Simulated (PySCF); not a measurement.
Working out the ionisation energy of P²⁺

P²⁺ [Ne] 3s2 3p1 (2P) → P³⁺ [Ne] 3s2 (1S). All numbers are calculated (PySCF 2.14, no relativity, point nucleus, in def2-QZVPPD (10s6p5d2f1g, 76 functions)). Frozen: 1s2. Energies in hartree (1 hartree = 27.21139 eV):

```
             part  P²⁺ (lower)  P³⁺ (upper)
              UHF  -339.650581  -338.563177
MP2 opposite-spin    -0.176283    -0.166982
    MP2 same-spin    -0.060076    -0.056683
```

Problem. What does Hartree-Fock give?

Solution. (-338.563177) − (-339.650581) = 1.087404 hartree = 29.590 eV.

Problem. What do MP2 and SCS-MP2 (6/5 opposite-spin, 1/3 same-spin) give?

Solution. The opposite-spin parts differ by 0.253 eV and the same-spin parts by 0.092 eV. MP2: 29.590 + (0.253) + (0.092) = 29.935 eV. SCS-MP2: 29.590 + 1.2 × (0.253) + (0.092)/3 = 29.924 eV.

A first-order spin-orbit estimate adds 0.041 eV to MP2 (valence and next inner shell), giving 29.976 eV against 30.203 eV (measured; NIST Atomic Spectra Database, ionization energies).

What remains against the reference includes basis incompleteness, the frozen core and correlation beyond second order.
